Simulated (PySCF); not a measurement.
# Computed properties of Al(Me)(NHMe)(OH) (C₂H₈AlNO), SMILES [OH][Al]([CH3])[NH]C

C₂H₈AlNO, SMILES C[NH][Al]([CH3])[OH]. The structure is a stationary point at B3LYP-D3(BJ)/def2-SVP. The structure was generated by enumeration; whether it is a known compound was not checked. One conformer was computed; it need not be the lowest. All values are computed for the isolated molecule unless a solvent is named; none is compared with measurement here.

**Structure.** All 33 harmonic modes at B3LYP-D3(BJ)/def2-SVP (PySCF) are real, so it is a minimum. With heavy atoms numbered as in [Al:1]([CH3:2])([NH:6][CH3:7])[OH:12], the shortest bond between them is N6–C7 at 1.450 Å and the longest Al1–C2 at 1.947 Å.

**Vibrations.** The strongest infrared lines (harmonic, unscaled, degenerate partners summed) lie at 535 cm⁻¹ (156 km/mol, H 77 %, O 15 %), 310 cm⁻¹ (146 km/mol, H 77 %, O 15 %), 886 cm⁻¹ (135 km/mol, Al 47 %, O 38 %, H 10 %). The softest mode is at 49 cm⁻¹ and the zero-point energy is 64.5 kcal/mol.

**Electronic structure.** CAM-B3LYP/def2-TZVP (PySCF) places the frontier levels at -8.03 and 0.94 eV, a gap of 8.97 eV, and gives a dipole moment of 1.71 D and a mean polarisability of 60.0 bohr³. PBE/def2-TZVP (PySCF) at the same geometry gives -5.26 and -0.67 eV, so its gap is 4.38 eV narrower. An orbital gap is neither the optical nor the fundamental gap.

**Excitations.** TDA-M06-2X/def2-SVPD (PySCF) has S1 at 5.53 eV (224 nm, f = 0.016, weak); the most intense of the 10 singlets computed lies at 7.22 eV (f = 0.19). T1 (TDA) is at 5.34 eV, 0.19 eV under S1. TDA-PBE/def2-SVPD (PySCF) puts S1 at 4.42 eV. No vertical singlet excitation falls in the visible range (under 3.1 eV).

**NMR.** GIAO shifts at PBE0/pcSseg-1 (PySCF) (non-relativistic, atoms alike by connectivity averaged): ¹³C from -17.1 to 35.0 ppm against TMS; ¹H from -0.2 to 3.0 ppm against TMS.
